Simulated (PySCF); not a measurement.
Species: [CuCl4]- (charge -1 and singlet state).
SMILES: `[Cl][Cu-]([Cl])([Cl])[Cl]`

Jobs on this species (5 atoms, 98 electrons) with PySCF (density fitting). Hardware of each: one thread, x86-64 server, shared host. Times come from a shared host and carry two figures at best.

| level and settings | work | basis functions | SCF cycles | wall time |
| --- | --- | --- | --- | --- |
| PBE0-D3(BJ)/def2-SVP, grid level 1 | geometry optimisation from a GFN2-xTB start | 103 | ? | ? |
| wB97X-D/def2-SVPD | 15 singlets by full TDDFT, 4 Tamm–Dancoff triplets, polarisability | 142 | ? | ? |
| B3LYP/pcSseg-1 (pcSseg-2 on Cu) | shieldings | 169 | 16 | 14 s |
| PBE0/pcSseg-1 (pcSseg-2 on Cu) | shieldings, charges and field gradients | 169 | 14 | 17 s |
| PBE/pcSseg-1 (pcSseg-2 on Cu) | shieldings | 169 | 19 | 22 s |

Fill in the missing figures.

- PBE0-D3(BJ)/def2-SVP, grid level 1; geometry optimisation from a GFN2-xTB start: 32 s, 53 SCF cycles
- wB97X-D/def2-SVPD; 15 singlets by full TDDFT, 4 Tamm–Dancoff triplets, polarisability: 15 s, 14 SCF cycles

What do all jobs in the table cost together?

About 1.7 min; the longest takes about 32 % of that, and about 2.3 times as long as the shortest.
